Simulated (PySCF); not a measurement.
Solvent effects on NMR parameters

Structure with atom numbers: `[BH2:1][NH:2][BH:3][CH2:4][C:5]1([C:6](=[CH2:7])[CH3:8])[CH2:9][CH2:10]1`. Hydrogens are named by the atom that carries them. Ha(C7) is cis to C5; Hb(C7) is trans to C5.

GIAO PBE0/pcSseg-1 in PySCF on one PBE0-D3(BJ)/def2-SVP conformer, non-relativistic, equivalent nuclei averaged. Solvents enter as an IEF-PCM continuum (chloroform with ε = 4.7, methanol with ε = 32.6) around the gas-phase geometry. Shifts are referred to BF3·OEt2, TMS computed in the same medium.

In chloroform, δ in ppm: B3 57.2, B1 51.5, C6 162.0, C7 118.2, C4 38.4, C5 28.1, C8 25.3, C9/C10 16.2, H(N2) 7.38, H(B3) 5.82, H(B1) 5.46, Ha(C7) 5.14, Hb(C7) 5.07, H(C8) 1.74. Dipole moment 1.40 D.

Task: How does each δ change in the more polar medium?

Result: 
```csv
atoms,environment,"Δδ, methanol"
B3,"boron bonded to C, N, H",+0.1
B1,"boron bonded to N, 2 H",-0.2
C6,fully substituted alkene carbon,+1.0
C7,terminal =CH2 carbon,-0.1
C4,sp3 CH2 bonded to B,0.0
C5,three-membered-ring carbon,+0.3
C8,allylic methyl carbon,+0.1
C9/C10,three-membered-ring carbon,0.0
H(N2),hydrogen on a nitrogen bonded to 2 B,+0.18
H(B3),"hydrogen on a boron bonded to C, N",-0.05
H(B1),hydrogen on a boron bonded to N,-0.04
Ha(C7),hydrogen on a terminal =CH2 carbon,+0.01
Hb(C7),hydrogen on a terminal =CH2 carbon,+0.03
H(C8),hydrogen on an allylic methyl carbon,+0.01
```

Changes are relative to chloroform. The dipole moment becomes 1.54 D in methanol.

Task: Which nuclei move most (in ppm), and what does the model miss?

Result: C6 (fully substituted alkene carbon, +1.0 ppm) in methanol. A continuum only polarises the solute; specific hydrogen bonds, the anisotropy of aromatic solvents and changes of geometry or conformer are outside it.
